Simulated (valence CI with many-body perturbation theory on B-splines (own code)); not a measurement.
**E1 line list for Mo¹¹⁺**

Level of theory: relativistic CI+MBPT: three valence electrons over a frozen Dirac-Fock core [Ar] 3d10, radial functions for each j: 11 s, 11 p, 10 d, 8 f, 5 g, 2 h, with the one-electron correlation potential Σ1 (screened to all orders), the two-electron term Σ2, the three-electron term Σ3, Breit, model QED; selected single and double excitations, second order for the rest, scaled by the run's own slope (own B-spline code, finite nucleus).

No measured spectrum was set against this ion. As an estimate, levels hold to about 250 cm⁻¹ or 0.2 % of their energy and the worst to 1 %, as in measured heavy ions of charge 2 to 7; those with d or f electrons hold less well.

Lines 201 to 250 of 548 in falling wavelength, among levels below 1276000 cm⁻¹, chosen from the strongest by gf and those to the six lowest levels. Wavelengths and rates use the calculated energies, so an error of 1000 cm⁻¹ moves a line at 325.4 Å by 0.33 % and its rate by three times that or more. Electric multipoles are in the length gauge, E1 and E2 with the static RPA response of the core. Weak lines are less certain than strong ones. Lines between different terms over intervals too small for the method are left out, as are lines whose strength nearly cancels. Where a level lies close to another of its J and parity, the split of strength between their lines is uncertain. The highest levels of a list are the least certain.

Names give the largest LS component (configuration and term), which can be under half, so a name can repeat, a term be missing and a line seem to break the LS rules; names also repeat where a configuration has a term twice. Letters in brackets count levels of one name in rising energy.

```tsv
λ vac (Å)	Upper	Lower	A (s⁻¹)	S (a.u.) with core polarisation	S without
325.4	4s 4p 4f 2G_9/2 [c]	4s2 4f 2F°_7/2	2.52e+10	4.29e+00	4.75e+00
324.7	4s 4d2 2F_5/2	4s2 4f 2F°_5/2	1.37e+10	1.38e+00	1.54e+00
324.5	4s 4d2 2F_7/2 [a]	4s2 4f 2F°_5/2	1.72e+10	2.32e+00	2.57e+00
323.8	4s 4d2 2F_7/2 [a]	4s2 4f 2F°_7/2	3.26e+09	4.37e-01	4.85e-01
322.5	4p3 4S°_3/2 [b]	4s 4p2 4P_1/2	3.22e+09	2.13e-01	2.36e-01
321.4	4s 4d2 2F_7/2 [b]	4s2 4f 2F°_5/2	1.04e+10	1.37e+00	1.51e+00
320.7	4s 4d2 2F_7/2 [b]	4s2 4f 2F°_7/2	1.04e+10	1.35e+00	1.50e+00
317.8	4s 4p 4f 2G_9/2 [a]	4s 4p 4d 2F°_7/2 [b]	2.53e+09	4.01e-01	4.70e-01
312.2	4s 4p 4d 4F°_3/2	4s 4p2 2D_3/2	8.98e+08	5.39e-02	5.93e-02
307.0	4s 4p2 2S_1/2	4s2 4p 2P°_1/2	5.43e+09	1.55e-01	1.72e-01
300.9	4s 4p2 2P_3/2	4s2 4p 2P°_1/2	7.43e+09	4.00e-01	4.42e-01
300.9	4s 4p 4f 2F_7/2 [a]	4s 4p 4d 2F°_7/2 [b]	7.91e+09	8.51e-01	9.26e-01
297.8	4p3 2P°_3/2	4s 4p2 4P_5/2	2.55e+08	1.33e-02	1.48e-02
294.8	4s 4d2 2D_3/2	4s 4p 4d 2F°_5/2 [b]	6.83e+09	3.45e-01	3.83e-01
292.8	4p2 4f 2G°_7/2 [a]	4p2 4d 2G_7/2	5.86e+09	5.81e-01	6.40e-01
287.7	4s 4p 4f 2G_7/2 [a]	4s 4p 4d 2F°_5/2 [a]	4.23e+09	3.98e-01	4.19e-01
287.0	4p3 2P°_3/2	4s 4p2 4P_3/2	1.03e+09	4.80e-02	5.31e-02
285.2	4s 4p 4f 2D_5/2 [a]	4s 4p 4d 2D°_5/2 [b]	7.89e+09	5.42e-01	5.85e-01
284.4	4s 4p 4f 2F_7/2 [a]	4s 4p 4d 2F°_7/2 [a]	9.43e+09	8.57e-01	9.36e-01
282.0	4s 4p 4d 4P°_5/2	4s 4p2 2D_3/2	3.12e+08	2.07e-02	2.28e-02
280.1	4p2 4d 2P_3/2 [a]	4p3 2D°_5/2	9.30e+09	4.04e-01	4.43e-01
279.5	4p2 4f 2G°_9/2	4p2 4d 2G_9/2	3.19e+09	3.44e-01	3.72e-01
278.9	4s 4p 4f 2G_7/2 [b]	4s 4p 4d 2F°_7/2 [b]	1.07e+10	9.18e-01	1.00e+00
278.9	4s 4p 4d 4D°_3/2 [a]	4s 4p2 2D_3/2	2.65e+09	1.13e-01	1.24e-01
278.7	4s 4p 4f 2F_5/2 [b]	4s 4p 4d 2F°_5/2 [b]	2.00e+10	1.28e+00	1.40e+00
278.7	4p2 4f 4D°_5/2	4p2 4d 2G_7/2	5.49e+09	3.52e-01	3.85e-01
277.0	4s 4p 4d 2P°_3/2 [a]	4s 4p2 2P_3/2	1.13e+10	4.75e-01	5.21e-01
276.9	4s 4p 4f 2G_7/2 [a]	4s 4p 4d 2D°_5/2 [a]	4.05e+09	3.39e-01	3.63e-01
276.1	4p3 2P°_3/2	4s 4p2 4P_1/2	3.03e+08	1.26e-02	1.39e-02
276.0	4s 4p 4f 4F_7/2	4s 4p 4d 4P°_5/2	5.36e+09	4.45e-01	4.71e-01
275.2	4s 4p 4f 2D_3/2 [a]	4s 4p 4d 2D°_3/2 [b]	1.29e+10	5.31e-01	5.67e-01
275.2	4p2 4f 2F°_7/2	4p2 4d 4P_5/2	7.50e+09	6.17e-01	6.64e-01
274.4	4s 4p 4f 2F_5/2 [a]	4s 4p 4d 2F°_5/2 [a]	9.39e+09	5.75e-01	6.24e-01
274.4	4s 4p 4d 4F°_5/2	4s 4p2 4P_5/2	8.47e+08	5.18e-02	5.65e-02
273.3	4s 4p 4f 2F_7/2 [b]	4s 4p 4d 2F°_7/2 [b]	8.15e+09	6.57e-01	7.16e-01
273.2	4p 4d2 2F°_5/2	4p2 4d 2F_7/2 [a]	5.49e+09	3.32e-01	3.69e-01
273.0	4s 4p 4f 4G_5/2 [b]	4s 4p 4d 4D°_3/2 [a]	6.62e+09	3.99e-01	4.20e-01
270.6	4s 4p 4f 4D_7/2	4s 4p 4d 4D°_7/2	8.32e+09	6.51e-01	6.93e-01
270.0	4p2 4f 4G°_9/2	4p2 4d 2G_9/2	4.20e+09	4.08e-01	4.48e-01
269.4	4s 4p 4f 4F_9/2	4s 4p 4d 4F°_9/2	9.06e+09	8.75e-01	9.57e-01
269.4	4s 4p 4d 4F°_3/2	4s 4p2 4P_3/2	4.01e+08	1.55e-02	1.69e-02
268.8	4p 4d2 2F°_7/2	4p2 4d 4F_7/2	5.03e+09	3.86e-01	4.15e-01
268.7	4p2 4d 2P_3/2 [b]	4p3 4S°_3/2 [b]	8.27e+09	3.17e-01	3.46e-01
267.6	4s 4p 4f 2G_9/2 [b]	4s 4p 4d 2F°_7/2 [b]	5.16e+09	4.88e-01	5.43e-01
267.6	4s 4p 4d 4F°_7/2	4s 4p2 4P_5/2	2.86e+09	2.16e-01	2.35e-01
267.1	4s 4p 4d 2D°_5/2 [a]	4s 4p2 2D_5/2	2.26e+10	1.27e+00	1.39e+00
266.8	4s 4p 4f 4G_7/2	4s 4p 4d 4P°_5/2	1.33e+10	9.99e-01	1.06e+00
265.8	4s 4p 4d 4D°_5/2	4s 4p2 2D_3/2	5.03e+09	2.80e-01	3.06e-01
265.7	4s 4p 4d 4D°_3/2 [b]	4s 4p2 2D_3/2	1.09e+10	4.04e-01	4.44e-01
265.2	4s 4p 4f 4D_5/2	4s 4p 4d 4D°_3/2 [b]	5.49e+09	3.03e-01	3.21e-01
```
